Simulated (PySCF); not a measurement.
# Si⁺: ionisation energy

Si⁺ [Ne] 3s2 3p1 (2P) → Si²⁺ [Ne] 3s2 (1S), as a difference of total energies. All numbers are calculated (PySCF 2.14, the spin-free X2C one-electron Hamiltonian (Gaussian nucleus), in ANO-RCC-VTZP (5s4p2d1f, 34 functions)). Correlated levels: valence: [Ne] frozen; valence and next inner shell: 1s2 frozen. The calculations carry no spin-orbit coupling.

```json
{"method": "UHF", "ionisation energy (eV)": "15.835", "plus first-order spin-orbit estimate": "15.855", "error of that sum (eV)": "-0.491"}
{"method": "LDA", "ionisation energy (eV)": "16.346", "plus first-order spin-orbit estimate": "16.366", "error of that sum (eV)": "+0.020"}
{"method": "PBE", "ionisation energy (eV)": "16.395", "plus first-order spin-orbit estimate": "16.416", "error of that sum (eV)": "+0.070"}
{"method": "PBE0", "ionisation energy (eV)": "16.424", "plus first-order spin-orbit estimate": "16.444", "error of that sum (eV)": "+0.098"}
{"method": "r2SCAN", "ionisation energy (eV)": "16.526", "plus first-order spin-orbit estimate": "16.546", "error of that sum (eV)": "+0.200"}
{"method": "M06", "ionisation energy (eV)": "16.170", "plus first-order spin-orbit estimate": "16.190", "error of that sum (eV)": "-0.156"}
{"method": "PBEsol", "ionisation energy (eV)": "16.327", "plus first-order spin-orbit estimate": "16.347", "error of that sum (eV)": "+0.001"}
{"method": "r2SCANh", "ionisation energy (eV)": "16.522", "plus first-order spin-orbit estimate": "16.542", "error of that sum (eV)": "+0.196"}
{"method": "r2SCAN0", "ionisation energy (eV)": "16.517", "plus first-order spin-orbit estimate": "16.537", "error of that sum (eV)": "+0.191"}
{"method": "MP2 (valence)", "ionisation energy (eV)": "16.099", "plus first-order spin-orbit estimate": "16.119", "error of that sum (eV)": "-0.227"}
{"method": "SCS-MP2 (valence)", "ionisation energy (eV)": "16.087", "plus first-order spin-orbit estimate": "16.107", "error of that sum (eV)": "-0.239"}
{"method": "MP2 (valence and next inner shell)", "ionisation energy (eV)": "16.092", "plus first-order spin-orbit estimate": "16.112", "error of that sum (eV)": "-0.234"}
{"method": "SCS-MP2 (valence and next inner shell)", "ionisation energy (eV)": "16.081", "plus first-order spin-orbit estimate": "16.101", "error of that sum (eV)": "-0.245"}
```

Reference: 16.346 eV (measured; NIST Atomic Spectra Database, ionization energies).

A first-order spin-orbit estimate (lowest level to lowest level, LS coupling) adds 0.020 eV.

Errors of the correlated levels include the incompleteness of this basis and the frozen core.
